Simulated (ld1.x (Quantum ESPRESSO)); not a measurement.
Cr, PAW: configuration errors across variants

| Quantity | Value |
| --- | --- |
| Element | Cr (Z = 24) |
| Generator | ld1.x (Quantum ESPRESSO) 7.5 |
| Type | PAW |
| Functional | PW91 |
| Relativity | fully relativistic |
| Frozen core | [Ne] 3s2 |
| Valence charge | 12 |
| Reference configuration | 3p6 3d5 4s0 4p1 |
| Partial waves | 4s (bound, empty): rcut 2.00, rcutus 2.15 bohr; 4s channel at 1.85 Ry: rcut 2.00, rcutus 2.15 bohr; 3p (bound): rcut 1.35, rcutus 1.45 bohr; 4p (bound): rcut 1.35, rcutus 1.45 bohr; 3d (bound): rcut 1.50, rcutus 1.95 bohr; 3d channel at 0.15 Ry: rcut 1.50, rcutus 1.95 bohr |
| Local potential | all-electron potential smoothed inside 1.70 bohr (lloc = -1) |
| Core correction | a·sin(br)/r model core, default radius (ld1.x builds one for every PAW set, though the input has nlcc=.false.) |
| Augmentation charge | BESSEL, radius 1.50 bohr |

Open shells are filled in proportion to 2j + 1 (rel_dist='average').

All-electron excitation energies from the reference (eV): (1) 3p6 3d5 4s0 4p0 3.794; (2) 3p6 3d4 4s0 4p0 19.920; (3) 3p6 3d3 4s0 4p0 50.768; (4) 3p6 3d4 4s2 4p0 -3.223.

The default core radius of the base comes out at 0.46 bohr.

Tests that are not counted but printed errors over 1 eV. “base”: 3p6 3d5 4s1 4p0 (solver errors, printed error -2.9 eV). “core correction a·sin(br)/r model core inside 0.60 bohr”: 3p6 3d5 4s1 4p0 (solver errors, printed error -2.9 eV). “core correction a·sin(br)/r model core inside 0.88 bohr”: 3p6 3d5 4s1 4p0 (solver errors, printed error -2.9 eV). “core correction a·sin(br)/r model core inside 1.06 bohr”: 3p6 3d5 4s1 4p0 (solver errors, printed error -2.9 eV). “core correction a·sin(br)/r model core inside 1.26 bohr”: 3p6 3d5 4s1 4p0 (solver errors, printed error -2.9 eV).

Errors AE − PS in meV (a dash: test not solved or not reliable):

| change | (1) | (2) | (3) | (4) | bound ghosts |
| --- | --- | --- | --- | --- | --- |
| base | +0.8 | -16 | -158 | -13031 | not determined |
| core correction a·sin(br)/r model core inside 0.60 bohr | -0.4 | -13 | -128 | – | not determined |
| core correction a·sin(br)/r model core inside 0.88 bohr | -0.4 | -13 | -128 | – | not determined |
| core correction a·sin(br)/r model core inside 1.06 bohr | -0.4 | -13 | -128 | -13025 | not determined |
| core correction a·sin(br)/r model core inside 1.26 bohr | -0.4 | -13 | -128 | – | not determined |
| core correction a·sin(br)/r model core inside 1.38 bohr | -0.4 | -13 | -128 | – | not determined |
| core correction a·sin(br)/r model core inside 1.58 bohr | -0.4 | -13 | -129 | – | not determined |
| core correction a·sin(br)/r model core inside 1.74 bohr | -0.4 | -13 | -133 | – | not determined |

**Question.** Give the same row for: core correction a·sin(br)/r model core inside 0.80 bohr.

**Answer.** -0.4, -13, -128, –; bound ghosts: not determined. Not counted: 3p6 3d5 4s1 4p0 (solver errors, printed error -2.9 eV); 3p6 3d4 4s2 4p0 (solver errors, printed error -1503 eV).
